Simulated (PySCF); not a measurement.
Diatomics of S with group 13

CCSD(T) with double-zeta basis sets in PySCF, for the lowest determinant that a PBE0 search found; no spin–orbit coupling. De refers to high-spin ground-configuration atoms.

```
 M     basis  reference, frozen orbitals  state (unpaired electrons)  Re (Å)  ωe (cm⁻¹)  De (eV)
 B  def2-SVP                     ROHF, 6               doublet (σ ↑)   1.626       1199     5.56
Ga  def2-SVP                     UHF, 14               doublet (σ ↑)   2.074        485     3.27
Tl  def2-SVP                      UHF, 9               doublet (π ↑)   2.617        276     2.47
```

The row for M = Al is missing. Estimate Re, ωe and De as the mean of the rows for B and Ga, and compare with the calculation.

The means are 1.850 Å, 842 cm⁻¹ and 4.42 eV. UHF-CCSD(T) in def2-SVP gives AlS as a doublet (σ ↑) with Re = 2.044 Å, ωe = 635 cm⁻¹, De = 3.69 eV, so the estimate is off by -19.4 pm, +33 % and +0.72 eV.

Correlated steps freeze the inner cores (6 to 14 orbitals); shallow outer-core shells are correlated. UHF and ROHF references stand side by side, which adds small steps between rows. Correlated levels converge slowly with the basis: in double zeta they bind strong bonds too weakly, by up to about 1 eV, and carry superposition errors of some tenths. Spin–orbit coupling is left out, which matters for elements this heavy, above all for dissociation energies. States were picked by a PBE0 search and need not be the measured ground states.
